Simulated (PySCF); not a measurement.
# Input and output

[Dy(H2O)3]2+ (singlet in the valence; each metal's 4f electrons, 10 of them, lie in its core potential, out of spins and levels). PySCF 2.14.0, RKS PBE0, Dy lcecp-0-SVP with ECP56, O def2-SVP, H def2-SVP; non-relativistic Hamiltonian with scalar-relativistic core potentials where named; density fitting; no spin-orbit coupling. The geometry is an unrelaxed template.

```python
mol = gto.M(atom='''
Dy     0.00000     0.00000     0.00000
O      2.60750     0.00000     0.00000
H      3.19750     0.00000     0.77000
H      3.19750     0.00000    -0.77000
O     -1.30370     2.25820     0.00000
H     -1.59870     2.76910     0.77000
H     -1.59870     2.76910    -0.77000
O     -1.30380    -2.25820     0.00000
H     -1.59880    -2.76910     0.77000
H     -1.59880    -2.76910    -0.77000''',
    basis={'Dy': 'lcecp-0-SVP', 'O': 'def2-SVP', 'H': 'def2-SVP'},
    ecp={'Dy': 'lcecp-0-SVP'},
    charge=2, spin=0)
mf = dft.RKS(mol, xc='PBE0')
mf.grids.atom_grid = (50, 194)  # f atoms: unpruned, at least (60, 302)
mf = mf.density_fit()  # fitting sets: Dy AutoAux, O def2-universal-JKFIT, H def2-universal-JKFIT
mf.conv_tol = 1e-08; mf.max_cycle = 55
mf.kernel(dm0)  # dm0: free metal ions and neutral atoms
```

Run from Python with OMP_NUM_THREADS=2; the lines above give its settings. Where DIIS fails, smearing, a level shift and second-order steps follow.
It took 2.7 s on 2 threads of Arm Neoverse V1, with other jobs on the host, peak memory 0.65 GiB.

The 4f levels lie in the core potential and are missing.

(1) What are the Mulliken charges and spins?

An lcecp potential fixes the number of 4f electrons, so in runs with it no electron can move into or out of that shell; real Dy(II) is rare or takes another configuration.

Answers

(1) 
| atom | charge (e) | spin (e) |
| --- | --- | --- |
| Dy1 | 1.453 | 0.000 |
| O2 | -0.335 | 0.000 |
| H3 | 0.259 | 0.000 |
| H4 | 0.259 | 0.000 |
| O5 | -0.335 | 0.000 |
| H6 | 0.259 | 0.000 |
| H7 | 0.259 | 0.000 |
| O8 | -0.335 | 0.000 |
| H9 | 0.259 | 0.000 |
| H10 | 0.259 | 0.000 |
The spin of the 4f electrons in the core isn't counted.
